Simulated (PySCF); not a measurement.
OsO4, SMILES [O]=[Os](=[O])(=[O])=[O], multiplicity 1. Geometry: PBE-D3(BJ)/def2-SVP. The spin state was assumed, not searched. The isomer is the one that the SMILES or the coordinates give; other isomers of the formula were not compared. The def2 effective core potentials stand for the cores of Os; spin–orbit coupling is left out.

All values below come from PBE-D3(BJ)/def2-SVP run with PySCF.

Harmonic wavenumbers (cm⁻¹): 322, 322, 322, 327, 327, 957, 957, 957, 967. Rotational constants (GHz): 4.002, 4.002, 4.002; symmetry number 12.

### Question
Work out the zero-point energy and the ideal-gas rigid-rotor harmonic-oscillator thermochemistry at 298.15 K and 1 atm.

### Answer
ZPE = ½ Σ hcν = ½ × 5458 cm⁻¹ = 32.65 kJ/mol. H − E(el) = 48.15 kJ/mol. Entropy in J/(mol K): translation 177.82, rotation 88.20, vibration 28.84, total 294.86. G − E(el) = -39.76 kJ/mol. Cp = 74.40 J/(mol K).
